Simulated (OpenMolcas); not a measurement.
**Ir5+ in a point-charge field**

Ir5+ among 4 point charges of -2.5 e arranged as a square (D4h), 2.31 Å from the ion.

- Program: OpenMolcas 26.06
- Method: SS-CASPT2, IPEA 0.25 Eh, imaginary shift 0.1 Eh (closed shells correlated: 5s 5p)
- Basis: ANO-RCC-VDZP [7s6p4d2f]
- Scalar Hamiltonian: DKH2, point nucleus
- Active space: 4 electrons in 5 orbitals (5d)
- State averaging: 2S+1 = 5 even, 5 roots; 2S+1 = 3 even, 45 roots; 2S+1 = 1 even, 50 roots
- Spin-orbit coupling: state interaction with AMFI integrals over the reference wave functions

The lowest spin-free states (labels of D4, the rotations of D4h), above the lowest:

```
State  Degeneracy  E (cm-1)  Free-ion L (%)
  5B1           1         0         D (100)
  5B2           1      4760         D (100)
   5E           2     16120         D (100)
  3A2           1     19620          H (63)
   3E           2     19650          H (60)
  5A1           1     20120         D (100)
   3E           2     20310          F (32)
  3B1           1     20420          H (67)
  3A1           1     22090          H (48)
  3A2           1     22430          H (41)
  3B1           1     23250          F (53)
   3E           2     25100          H (50)
  3B2           1     25170          H (67)
  3A2           1     26110          P (67)
  3B2           1     26580          F (67)
   3E           2     26840          F (50)
  1A1           1     27600          I (85)
   1E           2     27850          I (84)
  3A1           1     28320          G (61)
  1B1           1     28390          I (84)
```

The lowest levels with spin-orbit coupling:

```
E (cm-1)  Degeneracy  Label      2S+1               g
       0           1     A1  5 (70 %)                
    2470           1     A2  5 (87 %)                
    5310           2      E  5 (86 %)  0.00 0.00 0.44
    7020           1     B1  5 (85 %)                
   10910           1     B2  5 (77 %)                
   12250           2      E  5 (78 %)  0.00 0.00 6.87
   14290           1     A1  5 (77 %)                
   14790           1     A2  5 (81 %)                
   15410           1     A1  5 (70 %)                
   16720           2      E  5 (67 %)  0.00 0.00 3.67
   19060           1     B1  3 (66 %)                
   19330           1     B2  3 (60 %)                
   19790           2      E  3 (58 %)  0.00 0.00 2.41
   20760           1     A1  3 (65 %)                
   21280           1     A2  5 (69 %)                
   22370           2      E  3 (55 %)  0.00 0.00 2.41
   23190           1     A1  3 (66 %)                
   23200           2      E  5 (47 %)  0.00 0.00 0.32
   23470           1     B2  5 (64 %)                
   23770           1     B1  5 (64 %)
```

Powder χT (cm3 K/mol): 0 at 2 K, 0.00381 at 10 K, 0.019 at 50 K, 0.0381 at 100 K, 0.0762 at 200 K, 0.114 at 300 K. The effective moment at 300 K is 2.828 √(χT) = 0.96 μB.

Spin-orbit coupling mixes the spin-free states strongly: the lowest level takes only 42 % from its leading state, 5B1. Point charges give a weaker field than real ligands, and real ions of this kind are as a rule low spin; the high spin found here belongs to the model. Free-ion shares, where given, are those of the reference states; single-state CASPT2 does not remix them. This is an electrostatic model: the charges have no orbitals. No measured value stands beside these numbers.

The CASPT2 steps took 6.2 s on 1 thread of Arm Neoverse V2, on a shared host; the integral step is not counted.

With an even number of electrons the g values are those of a degenerate or nearly degenerate non-Kramers pair.
